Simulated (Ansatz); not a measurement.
Reaction (substitution at a C–O bond): `CC(C)[O][Sn][O]C(C)C` + `[OH][GeH2][F]` → `CC(C)[O][GeH2][F]` + `CC(C)[O][Sn][OH]`

Computed with Ansatz on PBE0-D4/def2-TZVP structures; ΔE is electronic, products minus reactants. CCSD(T)/CBS adds triple-zeta CCSD(T) − MP2 to the extrapolated MP2 energy (def2 sets, frozen cores). DFT in def2-TZVPP. Elements past krypton have def2 core potentials. For Ge, Sn outer-core shells are correlated without core-valence functions, which leaves a few kJ/mol of doubt a bond. Scalar relativity is left out up to krypton. Each species was taken in one conformer, which may not be the lowest.

| level | ΔE (eV) |
| --- | --- |
| PBE0-D4 | 0.08 |
| r2SCAN | 0.08 |
| SCS-MP2/def2-TZVPP | 0.11 |
| CCSD/def2-TZVPP | 0.10 |
| CCSD(T)/def2-TZVPP | 0.11 |
| HF/CBS(def2) | 0.06 |
| MP2/CBS(def2) | 0.10 |
| CCSD/CBS(def2) | 0.08 |

(1) What does CCSD(T)/CBS give? (Estimate.)

Largest T1 diagnostic among the species: 0.016.

## Answers

(1) The calculation gave: +0.09 eV. The listed levels differ from it by -0.01, -0.01, 0.02, 0.01, 0.02, -0.03, 0.01, -0.01 eV.

In def2-TZVPP, CCSD(T) changes the Hartree–Fock value by +0.04 eV (the triples alone add +0.01 eV) and MP2 by +0.05 eV.
